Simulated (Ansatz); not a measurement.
Consider the substitution at a C–O bond: `COC(F)(F)[SiH3]` + H–F → `FC(F)(F)[SiH3]` + CH₃OH.

Isolated molecules relaxed with PBE0-D4/def2-TZVP in Ansatz; ΔE leaves out vibrations. CBS: MP2 limit from def2 TZ/QZ plus the TZ coupled-cluster correction, frozen cores. This one scheme is used for every species. Functionals use def2-TZVPP. One conformer a species, not always the lowest.

`COC(F)(F)[SiH3]`:

Cartesian coordinates in Å:
```
C -0.658 -1.439 -1.282
O -0.472 -0.738 -0.052
C 0.276 0.383 -0.108
F 1.525 0.108 -0.609
F -0.256 1.276 -1.006
Si 0.409 1.181 1.639
H 0.298 -1.772 -1.687
H -1.174 -0.812 -2.011
H -1.274 -2.302 -1.037
H 1.239 2.401 1.511
H 1.047 0.198 2.546
H -0.960 1.517 2.097
```

H–F:

Cartesian coordinates in Å:
```
F -0.223 -0.049 0.399
H 0.223 0.049 -0.399
```

`FC(F)(F)[SiH3]`:

```xyz
8

F    -1.636   -0.967    0.196
C    -0.902    0.058   -0.272
F    -1.486    1.188    0.165
F    -1.024    0.047   -1.611
Si    0.946   -0.061    0.285
H     1.485   -1.334   -0.244
H     1.654    1.107   -0.284
H     0.963   -0.038    1.765
```

CH₃OH:

Z-matrix (Å, degrees):
```
C
O 1 1.409
H 1 1.097 2 112.4
H 1 1.090 2 107.0 3 -118.5
H 1 1.097 2 112.4 3 123.0
H 2 0.959 1 108.5 3 -61.6
```

```json
{"species": "`COC(F)(F)[SiH3]`", "CAM-B3LYP energy (Eh)": "-644.27017"}
{"species": "H–F", "CAM-B3LYP energy (Eh)": "-100.46747"}
{"species": "`FC(F)(F)[SiH3]`", "CAM-B3LYP energy (Eh)": "-629.00817"}
{"species": "CH₃OH", "CAM-B3LYP energy (Eh)": "-115.72462"}
```

(1) Work out ΔE.

Largest T1 diagnostic among the species: 0.013.

Results:

(1) ΔE = (-629.00817) + (-115.72462) − (-644.27017) − (-100.46747) = 0.00485 Eh = +3.0 kcal/mol. CCSD(T)/CBS gives +6.2 kcal/mol.

From BLYP to BHLYP (50 % exact exchange), in def2-TZVPP and without D4, ΔE moves by +1.2 kcal/mol. The D4 term adds +2.0 kcal/mol with B3LYP and +1.2 kcal/mol with PBE0; it sums over pairs of atoms, weighted by their polarisabilities, and B3LYP, whose exchange is more repulsive, gets the larger term. At CCSD(T), def2-SVP lies −1.4 kcal/mol from the extrapolated value and def2-TZVPP −0.5 kcal/mol.

B3LYP here is the variant with VWN-RPA as its local correlation; programs differ in this.
